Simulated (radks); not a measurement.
Initial-state core-level shifts of the argon ion Ar3+ when its valence configuration changes from [Ne] 3s2 3p3. Calculated with a radial shooting solver on a logarithmic mesh with Libxc functionals: scalar-relativistic Kohn-Sham, SCAN, spin-polarised, spherical densities, finite nucleus; open shells are filled with parallel spins first; meta-GGA in the generalised Kohn-Sham scheme; Fermi nuclear charge, rms radius 3.4274 fm. Shifts are changes of the shell-averaged eigenvalues in eV (positive: less bound); the change of the density at the nucleus, which sets a Mossbauer isomer shift, is in e/bohr^3, on a base of 4354.

valence          1s      2s      2p  density at nucleus
3s1 3p4      -1.161  -1.173  -1.152            -20.0504
3p5          -2.782  -2.733  -2.703            -40.9090
3s1.5 3p3.5  -0.577  -0.585  -0.574            -10.1639
3s0.5 3p4.5  -2.031  -2.005  -1.982            -30.5359
